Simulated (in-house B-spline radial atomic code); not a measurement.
Zn. Computed with a B-spline radial atomic code. Model: all-electron spherical atom, spin shells full or empty, radial basis limit, no spin-orbit coupling, Breit or QED, empty-state partial waves extrapolated as (l+1/2)^-4, RPA, G0W0 and static COHSEX of the highest shell as one setting changes (uncorrelated shells keep exact exchange).

Given: element Zn; charge 0; filled core Ar; hamiltonian one-electron scalar X2C; mean-field start HSE06; highest l of empty states 9; nuclear rms radius 3.9283 fm; highest mean-field shell 4s.

Shell: 3d 5 5, 4s 1 1 (electrons up and down).

| lowest nl shells left uncorrelated | RPA correlation energy (hartree) | G0W0 level (eV) | G0W0 minus most complete (meV) | COHSEX level (eV) | removal by RPA minus most complete (meV) |
| --- | --- | --- | --- | --- | --- |
| 0 | -2.2527 | -9.403 | 0 | -11.339 | 0 |
| 1 | ? | ? | ? | ? | ? |
| 2 | -1.9323 | -9.4054 | -2.4 | -11.345 | 4 |
| 3 | -1.4585 | -9.3982 | 4.8 | -11.33 | 2.3 |
| 4 | -1.2779 | -9.4487 | -45.6 | -11.443 | 44.7 |
| 5 | ? | ? | ? | ? | ? |
| 6 | -0.062622 | -8.8693 | 533.7 | -10.468 | -825.3 |

(1) What follows for lowest nl shells left uncorrelated = 5?

(2) What follows for lowest nl shells left uncorrelated = 1?

## Answers

(1) RPA correlation energy -0.7606 hartree; G0W0 level -9.429 eV; G0W0 minus most complete -26 meV; COHSEX level -11.429 eV; removal by RPA minus most complete 2 meV.

(2) RPA correlation energy -2.1044 hartree; G0W0 level -9.4028 eV; G0W0 minus most complete 0.2 meV; COHSEX level -11.339 eV; removal by RPA minus most complete -0.2 meV.
